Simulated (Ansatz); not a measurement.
Species, as SMILES: [C]F (C-F), doublet.
Atoms: C1, F2. Bonds: C1-F2.

How fast the optimised C1-F2 bond length converges with the basis for several methods (Ansatz, an electronic-structure program): deviation from each method's own reference, in Å. References: CCSD(T) 1.2749 Å, the value in def2-QZVPP; HF 1.2511 Å, the value in pcseg-4; MP2 1.2712 Å, the value in aug-cc-pVQZ; PBE 1.2848 Å, the value in pcseg-4; PBE0 1.2662 Å, the value in pcseg-4. Cartesian d functions, on some or all atoms, in 6-31G*; all else is spherical. In correlated methods cores are frozen. Open shells are unrestricted. No added dispersion term, no relativity. The reference of a correlated method is not its basis-set limit, which lies further on.

| basis | functions | CCSD(T) | HF | MP2 | PBE | PBE0 |
|---|---|---|---|---|---|---|
| def2-SVP | 28 | 0.0008 | 0.0014 | -0.0015 | -0.0020 | -0.0007 |
| 6-31G* | 30 | 0.0217 | 0.0159 | 0.0193 | 0.0129 | 0.0134 |
| 6-311G** | 36 | 0.0055 | 0.0062 | 0.0025 | 0.0054 | 0.0053 |
| 6-311+G** | 44 | 0.0086 | 0.0073 | 0.0061 | 0.0070 | 0.0066 |
| aug-cc-pVDZ | 46 | 0.0322 | 0.0194 | 0.0291 | 0.0170 | 0.0171 |
| cc-pVTZ | 60 | 0.0030 | 0.0030 | 0.0017 | 0.0022 | 0.0025 |
| pcseg-2 | 60 | 0.0041 | 0.0027 | 0.0029 | 0.0021 | 0.0021 |
| def2-TZVPP | 62 | 0.0035 | 0.0026 | 0.0022 | 0.0019 | 0.0021 |
| jun-cc-pV(T+d)Z | 78 | 0.0047 | 0.0026 | 0.0034 | 0.0022 | 0.0023 |
| cc-pCVTZ | 86 | 0.0018 | 0.0022 | 0.0006 | 0.0014 | 0.0017 |
| cc-pVQZ | 110 | -0.0002 | 0.0008 | -0.0011 | 0.0005 | 0.0006 |
| def2-QZVPP | 114 | 0.0000 | 0.0006 | -0.0009 | 0.0006 | 0.0005 |

Mean absolute deviation over 6-311G**, 6-311+G**, cc-pVTZ, pcseg-2, def2-TZVPP, jun-cc-pV(T+d)Z, cc-pCVTZ: MP2 0.0028, PBE 0.0032, PBE0 0.0032, HF 0.0038, CCSD(T) 0.0045 Å.
